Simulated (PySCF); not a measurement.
C5H8NO, SMILES C1(N([CH]CC1)C)=O, multiplicity 2.

Coordinates come from a PBE-D3(BJ)/def2-SVP optimisation. The isomer is the one that the SMILES or the coordinates give; other isomers of the formula were not compared. The values are those of a single conformer.

These are SMD-PBE0/6-31G* in PySCF values and carry that method's errors.

Solvation free energies are E(SMD) − E(gas) at the gas-phase geometry, for 1 M in both phases. In vacuum the dipole moment is 3.09 D.

```csv
solvent,ΔG(solv) (kcal/mol),its non-electrostatic (CDS) part,dipole (D)
water,-4.5,4.3,4.60
acetonitrile,-7.1,-1.6,3.96
1-octanol,?,?,?
```

### Question
Fill in the missing entries. (Estimate from the structure and the level; the computed values follow.)

### Answer

- 1-octanol, ΔG(solv) (kcal/mol): -6.3
- 1-octanol, its non-electrostatic (CDS) part: 0.8
- 1-octanol, dipole (D): 4.25
